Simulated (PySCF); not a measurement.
Cl2GaHS, SMILES [SH][Ga]([Cl])[Cl].

Coordinates come from a PBE0-D3(BJ)/def2-SVP optimisation. The values are those of a single conformer.

Calculation: PBE/def2-TZVP run with PySCF.

```yaml
total_energy: -3243.40372 hartree
point_group: Cs
highest_occupied_level: -7.11 eV
lowest_empty_level: -2.56 eV
orbital_gap: 4.55 eV
dipole_moment: 1.42 D
quadrupole, principal values (traceless, Buckingham form, about the centre of nuclear charge): -4.51, 2.11, 2.41 D·Å
mean_static_polarisability: 71.6 bohr³ (10.61 Å³)
polarisability_principal_values: 48.5, 79.4, 87.0 bohr³
```
